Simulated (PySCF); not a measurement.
**Basis-set dependence of excited states**

Species: C3H6BFO2.
SMILES: `F[C@@H]1CCOBO1`

TDDFT with PBE0 (PySCF), vertical singlets, core orbitals frozen in the response, spherical d and f functions. The structure is a single PBE0-D3(BJ)/def2-SVP conformer in the gas phase; no vibrational or solvent corrections.

Task: How do the low singlets change with the basis? Take 6-31G*, def2-SVP, 6-31+G*, def2-SVPD, aug-cc-pVDZ and def2-TZVP.

Result: 

| basis | functions | diffuse | S1 (eV) | S2 (eV) | S3 (eV) | S4 (eV) | S5 (eV) | LUMO (eV) | α (au) |
| --- | --- | --- | --- | --- | --- | --- | --- | --- | --- |
| 6-31G* | 110 | no | 7.98 | 8.62 | 8.91 | 9.73 | 9.83 | 1.17 | 45.9 |
| def2-SVP | 128 | no | 7.88 | 8.50 | 8.71 | 9.05 | 9.17 | 0.83 | 46.6 |
| 6-31+G* | 138 | yes | 7.67 | 7.90 | 8.00 | 8.24 | 8.49 | 0.09 | 51.5 |
| def2-SVPD | 197 | yes | 7.79 | 8.13 | 8.26 | 8.38 | 8.61 | 0.35 | 54.3 |
| aug-cc-pVDZ | 215 | yes | 7.54 | 7.70 | 7.78 | 8.08 | 8.21 | -0.18 | 55.2 |
| def2-TZVP | 253 | no | 7.75 | 8.28 | 8.53 | 8.61 | 8.66 | 0.57 | 52.9 |

States are compared by their number. Against the largest diffuse basis here (aug-cc-pVDZ, itself not a converged limit), sets without diffuse functions differ by up to 0.44 eV in S1 and 1.61 eV in S5; the smaller diffuse sets differ by up to 0.25 and 0.40 eV. State by state, the largest deviation of a set without diffuse functions is S1 0.44, S2 0.91, S3 1.13, S4 1.65, S5 1.61 eV. The same number needn't mean the same state in each row. Against aug-cc-pVDZ the polarisability deviates by -17% in 6-31G*, -16% in def2-SVP, -7% in 6-31+G*, -2% in def2-SVPD, -4% in def2-TZVP. A single + in a Pople set puts diffuse functions on heavy atoms only.

Without π bonds the low states are Rydberg-like; a valence basis with one diffuse set may place them up to an eV too high.
